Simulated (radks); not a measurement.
Results of a calculation; reference values are marked as such.
Tb2+, 63 electrons, occupied as [Xe] 4f8 5d1 (not the ground configuration).

Level of theory: scalar-relativistic Kohn-Sham, r2SCAN, spin-polarised, spherical densities, finite nucleus; open shells are filled with parallel spins first (spin-orbit coupling, left out, can overturn this in heavy ions); meta-GGA in the generalised Kohn-Sham scheme; Fermi nuclear charge, rms radius 5.06 fm (a radial shooting solver on a logarithmic mesh with Libxc functionals).

Energy parts (hartree):
total: -11708.7433
kinetic: 12601.0543
electron-nucleus: -28567.6278
Hartree: 4513.9053
exchange-correlation: -256.0750

Orbitals (lengths in bohr, moments of r in powers of bohr; r(max) is where P^2 peaks):
orbital  occ.  eigenvalue (hartree)   r(max)      <r^4>
1s up       1             -1909.085  0.01364  1.065e-06
1s down     1             -1909.085  0.01364  1.065e-06
2s up       1             -317.8915  0.07746  0.0001683
2s down     1             -317.8898  0.07746  0.0001683
2p up       3             -282.4343  0.06280  0.0001264
2p down     3             -282.4326  0.06280  0.0001264
3s up       1             -71.45859   0.2195   0.006451
3s down     1             -71.34732   0.2194   0.006424
3p up       3             -60.46731   0.2157   0.006792
3p down     3             -60.35579   0.2155   0.006758
3d up       5             -46.12991   0.1767   0.005423
3d down     5             -46.04270   0.1766   0.005383
4s up       1             -15.01813   0.5048     0.1585
4s down     1             -14.76063   0.5046     0.1586
4p up       3             -11.37680   0.5268     0.2077
4p down     3             -11.11931   0.5265     0.2083
4d up       5              -6.35746   0.5465     0.3261
4d down     5              -6.09892   0.5462     0.3313
4f up       7              -0.91733   0.5501      2.072
4f down     1              -0.68016   0.5527      2.936
5s up       1              -2.49503    1.169      5.365
5s down     1              -2.36313    1.184      5.804
5p up       3              -1.60390    1.322      10.31
5p down     3              -1.50086    1.342      11.12
5d up       1              -0.57000    1.811      65.19
5d down     0              -0.49004    1.838      76.40

The highest occupied level is 5d up at -15.510 eV. The spin density at the nucleus is 5.00 e/bohr^3 (1s 0.03, 2s -0.83, 3s -19.08, 4s 3.97, 5s 20.91). Summed over all electrons, <r^2> = 41.50 bohr^2, which gives a Langevin (diamagnetic) susceptibility term of -32.9 x 10^-6 cm^3/mol.
